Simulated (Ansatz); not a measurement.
A nudged elastic band was laid between two geometries of C₃H₉AlSi (14 atoms, charge 0, multiplicity 1).

Theory: Ansatz 0.2.0, RHF/6-31G.

| Item | Value |
| --- | --- |
| movable images | 7 |
| climbing image | yes |
| spring | 5.0 eV/Å² |
| optimiser | quadratic models (default) |
| start path | IDPP |
| force threshold | 0.05 eV/Å |
| iteration limit | 60 |
| end points | relaxed |

Initial state:

```xyz
14
Properties=species:S:1:pos:R:3
C -1.636 -0.546 1.282
C -0.468 -0.567 0.621
Al 1.113 -1.253 1.568
Si -0.390 0.043 -1.180
C 0.789 1.541 -1.380
H -1.737 -0.877 2.304
H -2.556 -0.197 0.839
H 2.550 -1.294 0.861
H 0.928 -1.767 3.075
H 0.090 -1.064 -2.071
H -1.770 0.426 -1.627
H 1.801 1.279 -1.093
H 0.809 1.877 -2.411
H 0.464 2.370 -0.760
```

Final state:

```xyz
14
Properties=species:S:1:pos:R:3
C -1.641 -0.568 1.277
C -0.470 -0.572 0.621
Al 1.116 -1.244 1.570
Si -0.392 0.051 -1.176
C 0.792 1.545 -1.378
H -1.743 -0.911 2.294
H -2.563 -0.225 0.832
H 0.932 -1.765 3.075
H 2.556 -1.264 0.868
H 0.083 -1.053 -2.074
H -1.771 0.441 -1.618
H 1.804 1.281 -1.088
H 0.816 1.874 -2.411
H 0.468 2.379 -0.764
```

(1) What changes between the two ends?

(2) Give the energies along the band, and the barrier.

(3) What is the geometry of the highest image?

(4) What are the harmonic wavenumbers there?

## Answers

(1) No bond is made or broken. The dihedral Si4–C2–Al3–H9 goes from -179 to 1°. The two ends are copies of one structure, up to a mirror image or an exchange of like atoms.

(2) It converged. The highest image is number 4 of 0 to 8, 0.187 eV above the ends, which have the same energy within 2 meV. A vibrational analysis at the climbing image gives one clearly imaginary mode, 160i cm⁻¹: a first-order saddle point. Limits of this set-up: no polarisation functions.

```
image  path coordinate (Å)  energy (eV)  dihedral Si4–C2–Al3–H9 (°)
    0                 0.00        0.000                        -179
    1                 0.74        0.028                         160
    2                 1.48        0.094                         138
    3                 2.22        0.160                         115
    4                 2.96        0.187                          92
    5                 3.70        0.161                          68
    6                 4.44        0.095                          46
    7                 5.18        0.028                          23
    8                 5.92        0.000                           1
```

(3) 
```xyz
14
Properties=species:S:1:pos:R:3
C -1.660 -1.164 0.725
C -0.422 -0.807 0.357
Al 1.146 -1.490 1.359
Si -0.219 0.332 -1.161
C 0.597 2.009 -0.717
H -1.871 -1.809 1.565
H -2.547 -0.836 0.205
H 1.877 -2.846 0.916
H 1.727 -0.687 2.621
H 0.644 -0.349 -2.182
H -1.566 0.573 -1.770
H 1.588 1.872 -0.296
H 0.694 2.628 -1.602
H -0.002 2.546 0.009
```

(4) 160i, 44, 121, 144, 190, 293, 343, 468, 526, 583, 626, 694, 712, 757, 818, 847, 868, 993, 1005, 1015, 1154, 1264, 1472, 1600, 1615, 1617, 1776, 1935, 1941, 2216, 2233, 3188, 3253, 3266, 3278, 3315 cm⁻¹.

Run time: 2.1 min on 1 thread of Arm Neoverse V1 (shared host), peak memory 0.15 GiB.
